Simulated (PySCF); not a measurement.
PySCF input file for TeF₄, SMILES F[Te](F)(F)F, r2SCAN-D4/def2-SVP. 

```python
import numpy as np
from pyscf import gto, scf, dft
from pyscf.geomopt import geometric_solver

mol = gto.M(
    atom='''
    Te    0.00000000    0.00000000    0.34671784
    F    -1.23043815    1.23043815   -0.50081466
    F     1.23043815    1.23043814   -0.50081466
    F     1.23043814   -1.23043815   -0.50081466
    F    -1.23043815   -1.23043814   -0.50081465
    ''',
    basis='def2-SVP',
    ecp={'Te': 'def2-svp'},
    charge=0,
    spin=0,
    max_memory=1600,
    verbose=3,
)
mf = dft.RKS(mol, xc='r2scan').density_fit(auxbasis='def2-universal-jkfit')
mf.disp = 'd4'
mf.grids.level = 4
mf.conv_tol = 1e-9
mf.max_cycle = 100
mf.kernel()
conv, mol_eq = geometric_solver.kernel(mf, convergence_set='GAU_TIGHT', maxsteps=100)
print(mol_eq.tostring(format='xyz'))
mf.reset(mol_eq)
mf.kernel()
```

It prints:

```
converged SCF energy = -667.005424952938
[banner and settings of the optimiser left out]
Geometry optimization cycle 1
Cartesian coordinates (Angstrom)
 Atom        New coordinates             dX        dY        dZ
  Te   0.000000   0.000000   0.346718    0.000000  0.000000 -0.000000
   F  -1.230438   1.230438  -0.500815    0.000000  0.000000  0.000000
   F   1.230438   1.230438  -0.500815    0.000000  0.000000  0.000000
   F   1.230438  -1.230438  -0.500815    0.000000  0.000000  0.000000
   F  -1.230438  -1.230438  -0.500815    0.000000  0.000000  0.000000

WARN: Mole.unit (angstrom) is changed to Bohr

converged SCF energy = -667.005424952859
--------------- DFRKS_Scanner gradients ---------------
         x                y                z
0 Te    -0.0000000214     0.0000001359     0.0343220679
1 F    -0.0003741678     0.0003741573    -0.0087648820
2 F     0.0003742128     0.0003741987    -0.0087649041
3 F     0.0003742229    -0.0003742327    -0.0087649468
4 F    -0.0003742465    -0.0003742597    -0.0087649511
----------------------------------------------
cycle 1: E = -667.005424953  dE = -667.005  norm(grad) = 0.0385541
Step    0 : Gradient = 1.724e-02/3.432e-02 (rms/max) Energy = -667.0054249529
Hessian Eigenvalues: 5.00000e-02 5.00000e-02 5.00000e-02 ... 2.50000e-01 2.50000e-01 2.50000e-01

Geometry optimization cycle 2
Cartesian coordinates (Angstrom)
 Atom        New coordinates             dX        dY        dZ
  Te   0.000000  -0.000000   0.291478    0.000000 -0.000000 -0.055240
   F  -1.246314   1.246314  -0.477246   -0.015876  0.015876  0.023568
   F   1.246314   1.246314  -0.477247    0.015876  0.015876  0.023568
   F   1.246314  -1.246314  -0.477246    0.015876 -0.015876  0.023569
   F  -1.246314  -1.246314  -0.477246   -0.015876 -0.015876  0.023568
converged SCF energy = -667.008384837244
--------------- DFRKS_Scanner gradients ---------------
         x                y                z
0 Te    -0.0000002831     0.0000017783     0.0035088123
1 F     0.0017231805    -0.0017232880    -0.0007383226
2 F    -0.0017225647    -0.0017227131    -0.0007385542
3 F    -0.0017224033     0.0017222954    -0.0007390878
4 F     0.0017220714     0.0017219227    -0.0007391092
----------------------------------------------
cycle 2: E = -667.008384837  dE = -0.00295988  norm(grad) = 0.00618324
Step    1 : Displace = 3.738e-02/6.305e-02 (rms/max) Trust = 1.000e-01 (=) Grad = 2.765e-03/3.509e-03 (rms/max) E (change) = -667.0083848372 (-2.960e-03) Quality = 1.186
Hessian Eigenvalues: 5.00000e-02 5.00000e-02 5.00000e-02 ... 2.50000e-01 2.50000e-01 2.50000e-01

Geometry optimization cycle 3
Cartesian coordinates (Angstrom)
 Atom        New coordinates             dX        dY        dZ
  Te   0.000000  -0.000002   0.266151    0.000000 -0.000002 -0.025326
   F  -1.258091   1.258092  -0.479304   -0.011778  0.011778 -0.002058
   F   1.258089   1.258089  -0.479305    0.011775  0.011775 -0.002059
   F   1.258091  -1.258091  -0.479299    0.011777 -0.011777 -0.002053
   F  -1.258089  -1.258088  -0.479301   -0.011775 -0.011775 -0.002055
converged SCF energy = -667.008576513262
--------------- DFRKS_Scanner gradients ---------------
         x                y                z
0 Te     0.0000003855    -0.0000024214     0.0015934557
1 F    -0.0007563668     0.0007564714    -0.0002281335
2 F     0.0007556334     0.0007557777    -0.0002275627
3 F     0.0007552005    -0.0007550958    -0.0002273356
4 F    -0.0007548558    -0.0007547114    -0.0002269840
----------------------------------------------
cycle 3: E = -667.008576513  dE = -0.000191676  norm(grad) = 0.00270417
Step    2 : Displace = 1.756e-02/1.862e-02 (rms/max) Trust = 1.414e-01 (+) Grad = 1.209e-03/1.593e-03 (rms/max) E (change) = -667.0085765133 (-1.917e-04) Quality = 0.827
Hessian Eigenvalues: 4.79865e-02 5.00000e-02 5.00000e-02 ... 2.50000e-01 2.50000e-01 2.50000e-01

Geometry optimization cycle 4
Cartesian coordinates (Angstrom)
 Atom        New coordinates             dX        dY        dZ
  Te  -0.000000   0.000000   0.258653   -0.000000  0.000002 -0.007499
   F  -1.256443   1.256444  -0.486047    0.001648 -0.001648 -0.006742
   F   1.256442   1.256442  -0.486050   -0.001647 -0.001647 -0.006745
   F   1.256445  -1.256444  -0.486041   -0.001646  0.001646 -0.006742
   F  -1.256443  -1.256443  -0.486046    0.001646  0.001646 -0.006745
converged SCF energy = -667.008584624975
--------------- DFRKS_Scanner gradients ---------------
         x                y                z
0 Te    -0.0000004721     0.0000029677    -0.0003583459
1 F     0.0000660247    -0.0000661255     0.0002617598
2 F    -0.0000649241    -0.0000650630     0.0002614095
3 F    -0.0000645519     0.0000644512     0.0002605315
4 F     0.0000639213     0.0000637825     0.0002605184
----------------------------------------------
cycle 4: E = -667.008584625  dE = -8.11171e-06  norm(grad) = 0.000659299
[...]
   F  -1.256380   1.256373  -0.580578   -0.000001  0.000001 -0.000132
   F   1.256157   1.256148  -0.581241   -0.000001 -0.000001 -0.000140
   F   1.256382  -1.256389  -0.580561    0.000001 -0.000001 -0.000132
   F  -1.256155  -1.256164  -0.581229    0.000001  0.000001 -0.000140
converged SCF energy = -667.008585549272
--------------- DFRKS_Scanner gradients ---------------
         x                y                z
0 Te    -0.0000000018     0.0000000118     0.0001370605
1 F     0.0000018548    -0.0000018446     0.0001343865
2 F     0.0000019291     0.0000019433     0.0001396507
3 F    -0.0000018588     0.0000018690     0.0001343843
4 F    -0.0000019331    -0.0000019189     0.0001396500
----------------------------------------------
cycle 96: E = -667.008585549  dE = -1.14596e-10  norm(grad) = 0.000306492
Step   95 : Displace = 4.015e-06/4.498e-06 (rms/max) Trust = 4.000e-06 (=) Grad = 1.371e-04/1.397e-04 (rms/max) E (change) = -667.0085855493 (-1.146e-10) Quality = 0.001
Hessian Eigenvalues: 1.38940e-05 5.00000e-02 5.00000e-02 ... 2.50000e-01 2.50000e-01 5.37024e-01

Geometry optimization cycle 97
Cartesian coordinates (Angstrom)
 Atom        New coordinates             dX        dY        dZ
  Te   0.000001  -0.000004   0.164854    0.000000 -0.000000 -0.000137
   F  -1.256381   1.256374  -0.580711   -0.000001  0.000001 -0.000133
   F   1.256156   1.256147  -0.581381   -0.000001 -0.000001 -0.000141
   F   1.256384  -1.256390  -0.580694    0.000001 -0.000001 -0.000133
   F  -1.256154  -1.256163  -0.581369    0.000001  0.000001 -0.000141
converged SCF energy = -667.008585549377
--------------- DFRKS_Scanner gradients ---------------
         x                y                z
0 Te    -0.0000000018     0.0000000118     0.0001370666
1 F     0.0000020013    -0.0000019911     0.0001343904
2 F     0.0000020967     0.0000021109     0.0001396436
3 F    -0.0000020052     0.0000020155     0.0001343882
4 F    -0.0000021006    -0.0000020864     0.0001396428
----------------------------------------------
cycle 97: E = -667.008585549  dE = -1.04592e-10  norm(grad) = 0.0003065
Step   96 : Displace = 4.014e-06/4.496e-06 (rms/max) Trust = 4.000e-06 (=) Grad = 1.371e-04/1.397e-04 (rms/max) E (change) = -667.0085855494 (-1.046e-10) Quality = 0.001
Hessian Eigenvalues: 1.38940e-05 5.00000e-02 5.00000e-02 ... 2.50000e-01 2.50000e-01 5.37024e-01

Geometry optimization cycle 98
Cartesian coordinates (Angstrom)
 Atom        New coordinates             dX        dY        dZ
  Te   0.000001  -0.000004   0.164720    0.000000 -0.000000 -0.000134
   F  -1.256382   1.256376  -0.580841   -0.000001  0.000001 -0.000130
   F   1.256154   1.256145  -0.581519   -0.000001 -0.000001 -0.000138
   F   1.256385  -1.256392  -0.580824    0.000001 -0.000001 -0.000130
   F  -1.256152  -1.256161  -0.581507    0.000001  0.000001 -0.000138
converged SCF energy = -667.008585549492
--------------- DFRKS_Scanner gradients ---------------
         x                y                z
0 Te    -0.0000000018     0.0000000118     0.0001370423
1 F     0.0000019182    -0.0000019080     0.0001343229
2 F     0.0000019553     0.0000019695     0.0001397226
3 F    -0.0000019221     0.0000019324     0.0001343208
4 F    -0.0000019593    -0.0000019451     0.0001397219
----------------------------------------------
cycle 98: E = -667.008585549  dE = -1.15051e-10  norm(grad) = 0.000306496
Step   97 : Displace = 4.017e-06/4.501e-06 (rms/max) Trust = 4.000e-06 (=) Grad = 1.371e-04/1.398e-04 (rms/max) E (change) = -667.0085855495 (-1.151e-10) Quality = 0.001
Hessian Eigenvalues: 1.38940e-05 5.00000e-02 5.00000e-02 ... 2.50000e-01 2.50000e-01 5.37024e-01

Geometry optimization cycle 99
Cartesian coordinates (Angstrom)
 Atom        New coordinates             dX        dY        dZ
  Te   0.000001  -0.000004   0.164587    0.000000 -0.000000 -0.000134
   F  -1.256384   1.256377  -0.580970   -0.000001  0.000001 -0.000130
   F   1.256153   1.256144  -0.581657   -0.000001 -0.000001 -0.000138
   F   1.256386  -1.256393  -0.580953    0.000001 -0.000001 -0.000130
   F  -1.256151  -1.256160  -0.581645    0.000001  0.000001 -0.000138
converged SCF energy = -667.008585549582
--------------- DFRKS_Scanner gradients ---------------
         x                y                z
0 Te    -0.0000000018     0.0000000118     0.0001371313
1 F     0.0000018404    -0.0000018302     0.0001342746
2 F     0.0000021184     0.0000021326     0.0001397274
3 F    -0.0000018444     0.0000018546     0.0001342724
4 F    -0.0000021224    -0.0000021082     0.0001397267
----------------------------------------------
cycle 99: E = -667.00858555  dE = -8.98126e-11  norm(grad) = 0.000306501
Step   98 : Displace = 4.017e-06/4.495e-06 (rms/max) Trust = 4.000e-06 (=) Grad = 1.371e-04/1.398e-04 (rms/max) E (change) = -667.0085855496 (-8.981e-11) Quality = 0.001
Hessian Eigenvalues: 1.38940e-05 5.00000e-02 5.00000e-02 ... 2.50000e-01 2.50000e-01 5.37024e-01

Geometry optimization cycle 100
Cartesian coordinates (Angstrom)
 Atom        New coordinates             dX        dY        dZ
  Te   0.000001  -0.000004   0.164455    0.000000 -0.000000 -0.000132
   F  -1.256385   1.256378  -0.581098   -0.000001  0.000001 -0.000128
   F   1.256152   1.256143  -0.581793   -0.000001 -0.000001 -0.000136
   F   1.256388  -1.256394  -0.581081    0.000001 -0.000001 -0.000128
   F  -1.256149  -1.256158  -0.581781    0.000001  0.000001 -0.000136
converged SCF energy = -667.008585549715
--------------- DFRKS_Scanner gradients ---------------
         x                y                z
0 Te    -0.0000000018     0.0000000118     0.0001370339
1 F     0.0000019870    -0.0000019768     0.0001342662
2 F     0.0000020213     0.0000020355     0.0001397831
3 F    -0.0000019909     0.0000020012     0.0001342640
4 F    -0.0000020253    -0.0000020111     0.0001397824
----------------------------------------------
cycle 100: E = -667.00858555  dE = -1.32673e-10  norm(grad) = 0.000306501
Step   99 : Displace = 4.019e-06/4.521e-06 (rms/max) Trust = 4.000e-06 (=) Grad = 1.371e-04/1.398e-04 (rms/max) E (change) = -667.0085855497 (-1.327e-10) Quality = 0.001
Hessian Eigenvalues: 1.38940e-05 5.00000e-02 5.00000e-02 ... 2.50000e-01 2.50000e-01 5.37024e-01

Geometry optimization cycle 101
Cartesian coordinates (Angstrom)
 Atom        New coordinates             dX        dY        dZ
  Te   0.000001  -0.000004   0.164324    0.000000 -0.000000 -0.000131
   F  -1.256386   1.256380  -0.581224   -0.000001  0.000001 -0.000126
   F   1.256150   1.256141  -0.581928   -0.000001 -0.000001 -0.000135
   F   1.256389  -1.256396  -0.581208    0.000001 -0.000001 -0.000126
   F  -1.256148  -1.256157  -0.581915    0.000001  0.000001 -0.000135
converged SCF energy = -667.008585549796
--------------- DFRKS_Scanner gradients ---------------
         x                y                z
0 Te    -0.0000000016     0.0000000114     0.0001370374
1 F     0.0000016533    -0.0000016430     0.0001341342
2 F     0.0000016996     0.0000017138     0.0001399130
3 F    -0.0000016575     0.0000016677     0.0001341322
4 F    -0.0000017035    -0.0000016893     0.0001399123
----------------------------------------------
cycle 101: E = -667.00858555  dE = -8.13998e-11  norm(grad) = 0.00030649
Step  100 : Displace = 4.021e-06/4.499e-06 (rms/max) Trust = 4.000e-06 (=) Grad = 1.371e-04/1.399e-04 (rms/max) E (change) = -667.0085855498 (-8.140e-11) Quality = 0.000
Hessian Eigenvalues: 1.38940e-05 5.00000e-02 5.00000e-02 ... 2.50000e-01 2.50000e-01 5.37024e-01
Maximum iterations reached (100); increase --maxiter for more
Geometry optimization failed to converge in 100 iterations
5
XYZ from PySCF
Te          0.00000058       -0.00000371        0.16432406
F          -1.25638629        1.25637975       -0.58122444
F           1.25615026        1.25614124       -0.58192752
F           1.25638909       -1.25639563       -0.58120763
F          -1.25614802       -1.25615704       -0.58191536
converged SCF energy = -667.008585549826
```

The run did not converge; its last values are not results.
